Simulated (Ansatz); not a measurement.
One geometry of `BN([SiH3])[SiH2][SiH3]`, several functionals.

```yaml
crystal:
  periodic: [false, false, false]
  atoms:
    - {symbol: B, position_ang: [0.245933, 1.109227, 1.227197]}
    - {symbol: N, position_ang: [-0.345644, -0.065459, 0.728969]}
    - {symbol: Si, position_ang: [-1.159947, -1.168400, 1.826894]}
    - {symbol: Si, position_ang: [-0.257088, -0.491097, -0.977897]}
    - {symbol: Si, position_ang: [1.290422, 0.826154, -2.135271]}
    - {symbol: H, position_ang: [0.162554, 1.374166, 2.394292]}
    - {symbol: H, position_ang: [0.834728, 1.847859, 0.484960]}
    - {symbol: H, position_ang: [-2.259440, -1.833867, 1.079719]}
    - {symbol: H, position_ang: [-0.219039, -2.213227, 2.306460]}
    - {symbol: H, position_ang: [-1.703968, -0.412067, 2.978519]}
    - {symbol: H, position_ang: [-1.610961, -0.371130, -1.587723]}
    - {symbol: H, position_ang: [0.125306, -1.929690, -1.068366]}
    - {symbol: H, position_ang: [1.405337, 0.267335, -3.511322]}
    - {symbol: H, position_ang: [0.845510, 2.240058, -2.234442]}
    - {symbol: H, position_ang: [2.624599, 0.769536, -1.482588]}
basis:
  gaussian: {orbitals: def2-TZVPP}
hamiltonian: {xc: {name: B3LYP}, dispersion: d4}
output: {forces: true, orbitals: {seedname: orbitals}}
```

```sh
$ ansatz run in.yaml --threads 4 --pin off --events-out ev --progress --plain --max-ram 11315MiB
```

Output, abridged:

```
Functional definition: B3LYP
1787 factors; their error is unknown
mean field evaluation 1: about -25959.6248 eV, gradient 6.2e1 eV
mean field evaluation 2: about -25941.2048 eV, gradient 1.0e2 eV
mean field evaluation 4: about -25967.3185 eV, gradient 4.7e0 eV
mean field evaluation 8: about -25967.3738 eV, gradient 4.3e-2 eV
mean field evaluation 16: about -25967.4007 eV, gradient 1.4e-4 eV
mean field -25967.40066980 eV, -954.2843732787 hartree, gradient 4.9e-5 eV, S^2 0.000000; 0 other end points of the search recorded, 0 dependent functions left out
reference -25967.40101532 eV, -954.2843859764 hartree; 32, 32 occupied and 296, 296 virtual orbitals, 1787 factors
Total energy: -25968.05390361 eV, -954.3083791784 hartree
Atom 0 at     0.245933     1.109227     1.227197 Å, force     0.084566     0.175993     0.063063 eV/Å
Atom 1 at    -0.345644    -0.065459     0.728969 Å, force     0.014041     0.030073     0.024319 eV/Å
Atom 2 at    -1.159947    -1.168400     1.826894 Å, force    -0.114648    -0.127641     0.147306 eV/Å
Atom 3 at    -0.257088    -0.491097    -0.977897 Å, force    -0.063020    -0.122404    -0.166589 eV/Å
Atom 4 at     1.290422     0.826154    -2.135271 Å, force     0.083843     0.060795    -0.090342 eV/Å
Atom 5 at     0.162554     1.374166     2.394292 Å, force     0.023194    -0.014390    -0.138082 eV/Å
Atom 6 at     0.834728     1.847859     0.484960 Å, force    -0.077266    -0.080442     0.131511 eV/Å
Atom 7 at    -2.259440    -1.833867     1.079719 Å, force     0.075757     0.042647     0.060549 eV/Å
Atom 8 at    -0.219039    -2.213227     2.306460 Å, force    -0.065557     0.067572    -0.028961 eV/Å
Atom 9 at    -1.703968    -0.412067     2.978519 Å, force     0.033406    -0.065446    -0.079269 eV/Å
Atom 10 at    -1.610961    -0.371130    -1.587723 Å, force     0.083979    -0.012000     0.038608 eV/Å
Atom 11 at     0.125306    -1.929690    -1.068366 Å, force    -0.029836     0.091001     0.005299 eV/Å
Atom 12 at     1.405337     0.267335    -3.511322 Å, force     0.000079     0.038831     0.077210 eV/Å
Atom 13 at     0.845510     2.240058    -2.234442 Å, force     0.034553    -0.091851     0.002650 eV/Å
Atom 14 at     2.624599     0.769536    -1.482588 Å, force    -0.083092     0.007260    -0.047273 eV/Å
Dipole moment:    -0.064876    -0.108459    -0.027585 e Å
```

Run time 9.5 s (4 threads of an Arm Neoverse V1 on a shared host); peak host memory 1.3 GiB.

Changing it to `hamiltonian: {xc: {name: B97M-V}}` and no forces (abridged; 17 s):

```
Functional definition: B97M-V
mean field evaluation 16: about -25959.2852 eV, gradient 1.4e-3 eV
mean field -25959.28524109 eV, -953.9861367746 hartree, gradient 2.5e-5 eV, S^2 0.000000
Total energy: -25959.28533000 eV, -953.9861400420 hartree
```

Changing it to `hamiltonian: {xc: {name: BLYP}, dispersion: d4}` and no forces (abridged; 3.7 s):

```
Functional definition: BLYP
mean field evaluation 16: about -25963.4758 eV, gradient 2.3e-4 eV
mean field -25963.47577697 eV, -954.1401361277 hartree, gradient 2.4e-5 eV, S^2 0.000000
Total energy: -25964.34299279 eV, -954.1720057213 hartree
```

Changing it to `hamiltonian: {xc: pbe0, dispersion: d4}` and no forces (abridged; 6 s):

```
Functional definition: PBE0
mean field evaluation 16: about -25952.2039 eV, gradient 1.8e-5 eV
mean field -25952.20394128 eV, -953.7259038064 hartree, gradient 1.8e-5 eV, S^2 0.000000
Total energy: -25952.55091496 eV, -953.7386548539 hartree
```

The same input with `hamiltonian: {xc: {name: r2SCAN0}, dispersion: d4}` and no forces (abridged; 9 s):

```
Functional definition: r2SCAN0
mean field -25961.15588988 eV, -954.0548818496 hartree, gradient 4.8e-5 eV, S^2 0.000000
Total energy: -25961.27736074 eV, -954.0593458212 hartree
```

The same input with `hamiltonian: {xc: {name: revPBE}, dispersion: d4}` and no forces (abridged; 3.4 s):

```
Functional definition: revPBE
mean field evaluation 16: about -25959.2518 eV, gradient 2.2e-4 eV
mean field -25959.25182675 eV, -953.9849088203 hartree, gradient 2.0e-5 eV, S^2 0.000000
Total energy: -25960.35874302 eV, -954.0255872430 hartree
```

B3LYP takes the VWN-RPA correlation (the form of Gaussian; ORCA's B3LYP/G).
